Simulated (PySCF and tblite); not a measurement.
C₄H₆FNSi, numbered as in [N:1]#[C:2][SiH2:3]/[CH:4]=[CH:5]\[CH2:6][F:7].

Search: ETKDG and KDG, MMFF94s, GFN2-xTB, 90 starts; geometries at GFN2-xTB. Free energies are PBE0-D3(BJ)/pcSseg-1 single points with GFN2-xTB rigid-rotor and vibrational terms (modes under about 100 cm⁻¹ blended into free rotors). Symmetry numbers and mirror images are counted. Conformers within 2.5 kcal/mol (GFN2-xTB free energy) were kept, 6 at most. GIAO shieldings: PBE0/pcSseg-1. Shifts are against TMS (¹H), TMS (¹³C), CFCl3 (¹⁹F), TMS (²⁹Si), NH3 (¹⁵N) at the same level. Codes: tblite and PySCF.

**Question.** Predict the averaged NMR shifts at 298.15 K.

**Answer.** ¹H: 6.74 (H5, 1H), 6.20 (H4, 1H), 5.54 (H6, 2H), 4.76 (H3, 2H) ppm. ¹³C: 155.3 (C5), 125.9 (C2), 123.3 (C4), 89.9 (C6) ppm. ¹⁹F: -261.9 (F7) ppm. ²⁹Si: -81.9 (Si3) ppm. ¹⁵N: 359.8 (N1) ppm.

**Question.** How do the conformers differ?

**Answer.** Torsions listed: C2–Si3–C4–C5, C4–C5–C6–F7. Of a mirror pair one member is shown.
| conformer | shape | weight % |
| --- | --- | --- |
| 1 | 180°, 0° | 80.3 |
| 2 | 56°, 18° | 18.9 |
| 3 | -50°, -156° | 0.7 |
| 4 | -176°, -151° | 0.1 |

```csv
signal,1,2,3,4,average
H3,4.79,4.66,4.62,4.72,4.76
H4,6.23,6.08,5.77,6.10,6.20
H5,6.68,6.96,7.53,7.31,6.74
H6,5.52,5.66,5.63,5.20,5.54
C2,126.5,123.7,122.9,123.0,125.9
C4,123.7,122.0,117.0,122.5,123.3
C5,154.5,158.2,166.7,162.5,155.3
C6,90.3,88.2,88.0,86.9,89.9
F7,-265.4,-247.4,-251.6,-250.2,-261.9
Si3,-82.4,-79.3,-86.1,-83.6,-81.9
N1,359.8,359.3,367.2,367.0,359.8
```

**Question.** Which signal moves most, for its nucleus, between 250 and 350 K through the change of populations alone?

**Answer.** F7: -262.9 ppm at 250 K, -261.9 ppm at 298.15 K, -260.9 ppm at 350 K.

The minima are those of GFN2-xTB; planar forms about aryl–S or allylic bonds may be saddles in DFT. Unscaled ¹⁹F and ²⁹Si and ¹⁵N shifts at such levels can be off by tens of ppm; differences between conformers or isomers are more reliable. Shifts are unscaled: against experiment ¹³C can be off by 15 ppm or more and ¹H by 0.8 ppm.


¹⁵N shifts are against a computed isolated NH3 molecule, about 20 ppm from the liquid.